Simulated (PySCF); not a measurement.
## Distorted geometries of [Er(OH)4]−

[Er(OH)4]− (singlet in the valence; each metal's 4f electrons, 11 of them, lie in its core potential, out of spins and levels; a saddle point, relaxed within its symmetry). PySCF 2.14.0, RKS PBE, Er lcecp-1-SVP with ECP57, O def2-SVP, H def2-SVP; non-relativistic Hamiltonian with scalar-relativistic core potentials where named; density fitting; no spin-orbit coupling. Relaxed geometry:

```xyz
9

Er    0.0148   -0.0076    0.0015
O     1.1352    1.3308    1.2084
H     2.0544    1.6340    1.2548
O    -1.1982   -1.2854    1.1982
H    -2.1621   -1.3682    1.1120
O     1.2909   -1.1786   -1.2206
H     1.3972   -2.1217   -1.4155
O    -1.3290    1.1541   -1.1774
H    -1.5679    2.0717   -0.9654
```

Task: Order these distorted geometries by energy above the relaxed one, lowest first.
A.
```xyz
9

Er   -0.0031   -0.0506   -0.0121
O     1.1451    1.3470    1.1800
H     2.1342    1.6670    1.2503
O    -1.2071   -1.2588    1.2631
H    -2.1825   -1.4210    1.0927
O     1.2787   -1.1923   -1.2216
H     1.3828   -2.0742   -1.4503
O    -1.3116    1.1472   -1.1507
H    -1.6012    2.0649   -0.9553
```
B.
```xyz
9

Er    0.0721    0.0206    0.0593
O     1.0662    1.3096    1.2113
H     2.0756    1.6209    1.2765
O    -1.1577   -1.2270    1.1851
H    -2.1574   -1.3972    1.0726
O     1.1708   -1.0668   -1.1866
H     1.4820   -2.1480   -1.3956
O    -1.3718    1.0957   -1.1647
H    -1.5446    2.0215   -1.0617
```
C.
```xyz
9

Er   -0.0255   -0.1052   -0.0460
O     1.2272    1.3444    1.1347
H     2.0880    1.6748    1.2351
O    -1.2474   -1.3672    1.1707
H    -2.2194   -1.2965    1.1659
O     1.1378   -1.2437   -1.0801
H     1.4410   -2.2104   -1.4096
O    -1.2404    1.3309   -1.1965
H    -1.5260    2.1022   -0.9781
```

Result: A (0.25 eV), B (1.15 eV), C (1.21 eV).

Task: Which forces (eV/Å) act in the one that lies 0.25 eV up?

Result: 
```
Er   0.46  0.71  0.68
O    2.39  0.56  0.01
H   -2.71 -0.94 -0.27
O   -1.40 -0.34 -0.28
H    1.36  0.24  0.25
O   -0.32  2.76  0.63
H    0.43 -3.02 -0.83
O   -0.37  0.56 -0.10
H    0.18 -0.52 -0.09
```
Forces carry noise of the integration grid, about 0.01 to 0.03 eV/Å.

An lcecp potential fixes the number of 4f electrons, so in runs with it no electron can move into or out of that shell.
